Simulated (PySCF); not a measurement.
A PySCF script (with the pyscf-properties extension) for the NMR shieldings of SMILES C#C[C@@H](Cl)[SiH2][Si@H](Cl)OC, C4H8Cl2OSi2, on a GFN2-xTB geometry:

```python
import basis_set_exchange as bse
import numpy as np
from pyscf import gto, dft
from pyscf.prop import nmr

atoms = """
C     3.870425   -0.683776   -2.204344
C     3.031971   -0.731837   -1.349547
C     2.047925   -0.728346   -0.313511
Cl    2.725453    0.105875    1.147307
Si    0.465608    0.268558   -0.783922
Si   -0.901697    0.347571    1.065723
Cl   -1.688992   -1.447493    1.620978
O    -2.081072    1.261649    0.432764
C    -3.342128    1.583239    0.949976
H     4.596691   -0.666621   -2.960669
H     1.835285   -1.750340    0.003699
H     0.951030    1.586907   -1.206936
H    -0.062295   -0.402131   -1.987547
H    -0.430772    0.902200    2.339571
H    -3.950120    1.976289    0.135445
H    -3.248789    2.340499    1.730657
H    -3.825521    0.699248    1.370445
"""
names = dict.fromkeys(["C", "Cl", "Si", "O", "H"], "pcSseg-1")
basis = {el: gto.basis.parse(bse.get_basis(n, elements=[el], fmt="nwchem")) for el, n in names.items()}
mol = gto.M(atom=atoms, basis=basis, charge=0, verbose=0)
mf = dft.RKS(mol, xc="PBE0")
mf.grids.level = 2
mf.grids.alignment = dft.numint.BLKSIZE   # the property module wants whole blocks of grid points
mf.conv_tol = 1e-9
mf.kernel()

calc = nmr.RKS(mf)   # GIAO
C = mf.mo_coeff
Co = C[:, mf.mo_occ > 0]
resp = mf.gen_response(singlet=True, hermi=2)
def vind(x):   # induced exchange potential for any number of trial vectors
    d = np.einsum("pi,xij,qj->xpq", C, 2 * x.reshape(-1, C.shape[1], Co.shape[1]), Co, optimize=True)
    return np.einsum("xpq,pi,qj->xij", resp(d - d.transpose(0, 2, 1)), C, Co, optimize=True).ravel()
mo1, _ = nmr.rhf.solve_mo1(calc, with_cphf=vind)
sigma = calc.kernel(mo1)
for i, s in enumerate(sigma):   # ppm
    w = np.linalg.eigvalsh((s + s.T) / 2)
    print("%2d %-2s iso %8.1f  s11 %8.1f  s22 %8.1f  s33 %8.1f" % (i, mol.atom_pure_symbol(i), w.mean(), *w))
```

Problem. Give the expected output.

Solution. 
```
 0 C  iso    100.9  s11     37.0  s22     45.5  s33    220.3
 1 C  iso    100.7  s11     -4.1  s22      3.1  s33    303.3
 2 C  iso    150.2  s11    126.2  s22    141.5  s33    182.9
 3 Cl iso    753.0  s11    494.0  s22    716.6  s33   1048.3
 4 Si iso    402.4  s11    371.0  s22    376.1  s33    460.1
 5 Si iso    349.4  s11    320.8  s22    339.1  s33    388.2
 6 Cl iso    919.7  s11    797.5  s22    963.2  s33    998.6
 7 O  iso    300.5  s11    231.6  s22    295.6  s33    374.3
 8 C  iso    134.5  s11    104.2  s22    113.6  s33    185.7
 9 H  iso     29.4  s11     24.6  s22     24.9  s33     38.6
10 H  iso     27.6  s11     23.5  s22     26.8  s33     32.5
11 H  iso     27.5  s11     24.1  s22     27.2  s33     31.3
12 H  iso     27.3  s11     23.5  s22     26.2  s33     32.3
13 H  iso     25.7  s11     22.9  s22     24.0  s33     30.0
14 H  iso     27.8  s11     23.3  s22     25.5  s33     34.7
15 H  iso     28.1  s11     23.7  s22     25.6  s33     35.0
16 H  iso     27.7  s11     22.4  s22     27.1  s33     33.8
```

These numbers come from an equivalent density-fitted implementation of the same equations, which agrees with the script to about 0.01 ppm for H and up to a few tenths of a ppm for heavy atoms, so last digits may differ.

Problem. Turn these shieldings into chemical shifts. Chemical shifts δ = σref − σ; $^{13}$C (σ = 186.93 ppm), $^{29}$Si (σ = 349.16 ppm), $^{1}$H (σ = 31.72 ppm) vs TMS; $^{35}$Cl (σ = 949.78 ppm) vs HCl; $^{17}$O (σ = 336.08 ppm) against H2O, all at this level.

Solution. Averaging equivalent atoms: C 1: 86.2; C 0: 86.0; C 8: 52.4; C 2: 36.7; Cl 3: 197; Cl 6: 30; Si 5: -0.2; Si 4: -53.3; O 7: 35.6; H 13: 6.05; H 12: 4.39; H 11: 4.21; H 10: 4.12; H 14/15/16: 3.83; H 9: 2.35 ppm. Experimental scales use liquid or dissolved standards, which lie at an offset from isolated H2O (liquid H2O: subtract about 36 ppm).

Size and cost of the density-fitted run: 221 basis functions, 38 s wall time on 1 thread of an Arm Neoverse V2, shared host; peak memory 0.99 GiB.
